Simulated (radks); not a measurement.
Initial-state core-level shifts of the gold ion Au+ when its valence configuration changes from [Xe] 4f14 5d10. Method: non-relativistic Kohn-Sham, TPSS, spin-polarised, spherical densities, point nucleus; open shells are filled with parallel spins first (spin-orbit coupling, left out, can overturn this in heavy ions); meta-GGA in the generalised Kohn-Sham scheme; relativity is left out, which matters for an element this heavy; computed with a radial shooting solver on a logarithmic mesh with Libxc functionals. Shifts are changes of the shell-averaged eigenvalues in eV (positive: less bound); the change of the density at the nucleus, which sets a Mossbauer isomer shift, is in e/bohr^3, on a base of 3.539e+05.

valence                 2s       3s       3d       5p  density at nucleus
4f14 5d9 6s1        -4.504   -4.462   -4.475   -3.984              +21.31
4f14 5d9 6p1        -5.811   -5.781   -5.792   -5.326               +2.47
4f14 5d8 6p2       -11.599  -11.518  -11.545  -10.423               +5.71
4f13 5d10 6p1      -20.556  -22.319  -22.112   -8.109              +26.05
4f13.5 5d10 6s0.5   -9.458  -10.328  -10.224   -3.316              +21.61
4f12 5d10 6p2      -42.041  -45.605  -45.205  -16.319              +53.97
4f14 5d7 6s1 6p2   -16.323  -16.157  -16.208  -14.254              +33.71
4f13 5d9 6p2       -26.577  -28.286  -28.096  -13.411              +29.33
4f12 5d10 6s2      -39.652  -43.190  -42.794  -13.884              +96.69
